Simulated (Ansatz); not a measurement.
Q: Name a neutral molecule of C, F, Ga, Sn and H with LUMO energy (ωB97M-V/def2-TZVPP) between -0.55 and -0.25 eV and LUMO energy (PBE0/def2-TZVPP) between -2.20 and -1.90 eV (Ansatz, PBE0-D4/def2-TZVP geometry).

A: `F[CH2][GaH][SnH3]` (-0.41 eV, -2.10 eV). Other molecules can fit too; these were computed, each in one conformer that needn't be the lowest.
